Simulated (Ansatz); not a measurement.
A CCSD(T) single point on C₃H₇AlSi (`[AlH2]/[CH]=C1/C[SiH2]1`).

```yaml
crystal:
  periodic: [false, false, false]
  atoms:
    - {symbol: Al, position_ang: [-0.656112, 0.306496, 2.400208]}
    - {symbol: C, position_ang: [-0.937582, -0.615848, 0.722224]}
    - {symbol: C, position_ang: [-0.151135, -0.267597, -0.296201]}
    - {symbol: C, position_ang: [0.062055, -0.636533, -1.742981]}
    - {symbol: Si, position_ang: [1.191728, 0.695716, -1.076875]}
    - {symbol: H, position_ang: [0.481021, 1.414178, 2.442040]}
    - {symbol: H, position_ang: [-1.519181, -0.020283, 3.695095]}
    - {symbol: H, position_ang: [-1.682860, -1.395171, 0.540667]}
    - {symbol: H, position_ang: [0.455391, -1.634040, -1.935061]}
    - {symbol: H, position_ang: [-0.737335, -0.367630, -2.432474]}
    - {symbol: H, position_ang: [2.606584, 0.366134, -0.797389]}
    - {symbol: H, position_ang: [0.964426, 2.099379, -1.485053]}
basis:
  gaussian: {orbitals: def2-TZVPP}
correlation: {method: ccsd_t}
```

```sh
$ ansatz run in.yaml --threads 4 --pin off --events-out ev --progress --plain --max-ram 10444MiB
```

Output of Ansatz, abridged:

```
Functional definition: HF
1600 factors; integrals over basis functions are off by at most 1.0e-3 eV
mean field evaluation 1: about -17641.7023 eV, gradient 3.8e1 eV
mean field evaluation 2: about -17641.9786 eV, gradient 3.8e1 eV
mean field evaluation 4: about -17646.3666 eV, gradient 4.9e0 eV
mean field evaluation 8: about -17646.4623 eV, gradient 3.6e-1 eV
mean field -17646.46300103 eV, -648.4955540856 hartree, gradient 9.8e-6 eV, S^2 0.000000; 0 other end points of the search recorded, 0 dependent functions left out
13 core orbitals not correlated: weight in the atoms' cores, before any rotation towards them, 1.000 or more for the frozen orbitals, at most 0.000 for the correlated occupied ones
reference -17646.46300103 eV, -648.4955540856 hartree; 13, 13 occupied and 249, 249 virtual orbitals, 1600 factors
second order -18.67368014 eV of doubles, -0.00000000 eV of singles
cycle   1  -19.34364830 eV  change   -6.7e-1 eV  update   1.1e-1
cycle   2  -19.95421048 eV  change   -6.1e-1 eV  update   3.4e-2
cycle   3  -20.06058555 eV  change   -1.1e-1 eV  update   1.5e-2
cycle   4  -20.05391643 eV  change    6.7e-3 eV  update   4.4e-3
cycle   5  -20.05486057 eV  change   -9.4e-4 eV  update   1.8e-3
cycle   6  -20.05472018 eV  change    1.4e-4 eV  update   6.0e-4
cycle   7  -20.05454395 eV  change    1.8e-4 eV  update   2.2e-4
cycle   8  -20.05458755 eV  change   -4.4e-5 eV  update   9.0e-5
cycle   9  -20.05460336 eV  change   -1.6e-5 eV  update   2.9e-5
perturbative correction -0.93182707 eV, -0.0342440131 hartree
Total energy: -17667.44943146 eV, -649.2667911787 hartree
```

Run time 40 s (4 threads of an Intel Xeon 6975P-C on a shared host); peak host memory 7.8 GiB.

The correlation energy is -20.986 eV, 4.4 % of it from (T); the T1 diagnostic reads 0.0126.
